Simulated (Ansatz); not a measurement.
`[F][Cd][Br]` + H₂O → `[OH][Cd][Br]` + H–F at 600 K and 1 bar (formal hydrolysis of a Cd–F bond).

Computed with Ansatz on PBE0-D4/def2-TZVP structures; ΔE is electronic, products minus reactants. CCSD(T)/CBS adds triple-zeta CCSD(T) − MP2 to the extrapolated MP2 energy (def2 sets, frozen cores). This one scheme is used for every species. def2 core potentials past Kr. For Br, Cd outer-core shells are correlated without core-valence functions, which leaves a few kJ/mol of doubt a bond. Scalar relativity is left out up to krypton. One conformer a species, not always the lowest.

| species | CCSD(T)/CBS energy (Eh) | H − E (kJ/mol) | S (J/(mol·K)) |
| --- | --- | --- | --- |
| `[F][Cd][Br]` | -2840.89161 | 38.4 | 333.7 |
| H₂O | -76.37941 | 76.8 | 212.8 |
| `[OH][Cd][Br]` | -2816.86459 | 70.6 | 358.0 |
| H–F | -100.39570 | 42.3 | 194.0 |

H − E and S are ideal-gas, rigid-rotor, harmonic terms from PBE0-D4/def2-TZVP, for one conformer and one mirror image of each species. 1 Eh = 2625.50 kJ/mol, R = 8.31446 J/(mol·K).

**Question.** By hand: ΔE, ΔH, ΔS and ΔG.

**Answer.** ΔE = (-2816.86459) + (-100.39570) − (-2840.89161) − (-76.37941) = 0.01073 Eh = 28.2 kJ/mol. Δ(H − E) = 70.6 + 42.3 − 38.4 − 76.8 = -2.3, so ΔH = 25.9 kJ/mol. ΔS = 358.0 + 194.0 − 333.7 − 212.8 = 5.5 J/(mol·K). ΔG = 25.9 − 600 × (5.5)/1000 = 22.6 kJ/mol.

**Question.** By hand: the equilibrium constant, and the temperature at which ΔG would vanish if ΔH and ΔS stayed fixed.

**Answer.** log₁₀ K = −ΔG/(RT ln 10) = -2.0. ΔG = 0 at ΔH/ΔS = 4709 K, far beyond where these terms or the molecules hold.

The number of gas molecules stays the same, so ΔS is small and ΔH decides. A doubt of 5 kJ/mol in ΔE shifts log₁₀ K by 0.4 here. Other conformers and mirror images would add mixing entropy, several J/(mol·K) or more a flexible species. These are equilibria of isolated gas molecules and say nothing of rates. Largest T1 diagnostic: 0.014 (customary marks: 0.02 for closed shells, 0.045 for open ones).
